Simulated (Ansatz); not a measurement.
C₃H₇AlSi, SMILES `CC1=C[SiH]1[AlH2]`, relaxed with RKS PBE-D4/def2-SVP in the Gaussian-basis code of Ansatz from a rough embedded geometry. The force threshold is 0.03 eV/Å; the program also tests the step.

The species carries charge 0 and has multiplicity 1.

Start:

```xyz
12

C     0.302   -1.978    0.154
C     0.291   -0.597    0.532
C     1.028    0.492    1.074
Si   -0.577    0.957    0.663
Al   -0.734    1.936   -1.515
H     0.442   -2.666    1.057
H    -0.725   -2.266   -0.257
H     1.038   -2.200   -0.576
H     1.996    0.852    1.561
H    -1.553    0.909    1.704
H     0.506    1.787   -2.530
H    -2.014    2.775   -1.866
```

Question: How much energy does the relaxation release, and in how many steps? (Estimate.)

Answer: Ansatz gave: 23.99 kcal/mol, in 22 steps, 3 of them rejected.

Question: Which bonds change most? (An estimate is asked.)

Answer: The calculation gave: C3–Si4 from 1.720 to 1.872 Å; C2–Si4 from 1.784 to 1.889 Å; C2–C3 from 1.423 to 1.330 Å; Si4–H10 from 1.428 to 1.512 Å.

Question: Give the relaxed structure. (Estimate.)

Answer: The calculation gave: 
```xyz
12

C     0.398   -2.100    0.251
C     0.271   -0.656    0.567
C     0.902    0.343    1.178
Si   -0.734    0.942    0.489
Al   -0.712    2.187   -1.590
H     1.341   -2.531    0.649
H    -0.459   -2.664    0.676
H     0.369   -2.270   -0.845
H     1.835    0.523    1.734
H    -1.868    1.063    1.482
H     0.546    1.975   -2.563
H    -1.889    3.187   -2.028
```
